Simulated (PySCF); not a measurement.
C3H7NSi, SMILES C#C[SiH2]CN.

Geometry: B3LYP-D3(BJ)/def2-SVP. This is a generated structure with no PubChem entry under its InChIKey; it may be hypothetical. The values are those of a single conformer.

Level of theory: TDDFT-B3LYP/def2-SVPD run with PySCF 2.14.0.

Vertical excitations. Isolated molecule, no solvent.

```csv
state,energy (eV),λ (nm),f,main pairs
S1,5.52,225,0.007,HOMO→LUMO 95 %
S2,5.74,216,0.002,HOMO→LUMO+1 92 %
S3,6.02,206,0.001,HOMO−1→LUMO 79 %
S4,6.20,200,0.009,"HOMO−2→LUMO 40 %, HOMO−1→LUMO+1 38 %, HOMO→LUMO+2 15 %"
S5,6.25,198,0.003,"HOMO−2→LUMO+1 43 %, HOMO→LUMO+2 31 %, HOMO−1→LUMO 9 %"
S6,6.28,198,0.006,"HOMO→LUMO+2 40 %, HOMO−2→LUMO+1 37 %, HOMO−1→LUMO+1 6 %"
S7,6.81,182,0.007,"HOMO→LUMO+3 82 %, HOMO→LUMO+4 14 %"
S8,6.95,178,0.004,HOMO→LUMO+4 77 %
S9,7.39,168,0.010,HOMO→LUMO+5 85 %
S10,7.41,167,0.040,HOMO→LUMO+6 90 %
T1,4.92,252,0,"HOMO−2→LUMO 38 %, HOMO−1→LUMO+1 38 %, HOMO→LUMO 8 %"
T2,5.30,234,0,"HOMO−1→LUMO+1 40 %, HOMO→LUMO 38 %, HOMO−2→LUMO 11 %"
T3,5.35,232,0,"HOMO−1→LUMO 41 %, HOMO−2→LUMO+1 33 %, HOMO→LUMO+1 11 %"
T4,5.50,225,0,"HOMO→LUMO 41 %, HOMO−2→LUMO 27 %, HOMO−1→LUMO+1 11 %, HOMO→LUMO+2 8 %"
```
Triplets are in the Tamm–Dancoff approximation, which puts them higher than full response would, so one can lie above its singlet here.
